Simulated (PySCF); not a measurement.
# Relaxation of doublet AsH₃⁺

All numbers come from UPBE0 in PySCF with As def2-TZVP, H def2-TZVP; no relativity; density-fitted integrals. A (50,194) grid was used.

A hand-made T-shaped start, of C2v symmetry, held to at least that symmetry:

```xyz
4
charge 1 multiplicity 2, angstrom
As    0.0000    0.0000   -0.0207
H     0.0000    0.0000    1.4787
H     1.4985    0.0000    0.0316
H    -1.4985    0.0000    0.0316
```

Optimiser trace:
| step | E − E(last) (kJ/mol) | largest gradient (Eh/bohr) |
| --- | --- | --- |
| 0 | 147.00 | 0.04601 |
| 1 | 86.16 | 0.04695 |
| 2 | 37.21 | 0.03883 |
| 3 | 17.60 | 0.02420 |
| 4 | 4.14 | 0.01920 |
| 5 | 0.38 | 0.00767 |
| 6 | 0.01 | 0.00085 |
| 7 | 0.00 | 0.00006 |

It ends at D3h with As–H 1.486 Å (×3); H–As–H 120.0° (×3) (after a last refinement on a finer grid). A frequency run shows 1 imaginary mode, down to 610i cm⁻¹, so it is a saddle point. Other isomers or separated fragments may lie lower.

Final geometry:
Z-matrix (Å, degrees; charge 1 multiplicity 2):
```
As
H  1 1.4863
H  1 1.4863 2 120.00
H  1 1.4863 2 120.00 3 180.00
```

The relaxation took 8.2 s on 2 threads of a shared Arm Neoverse V1 host, with 66 basis functions and 8 gradients; the process peaked at 0.49 GiB.
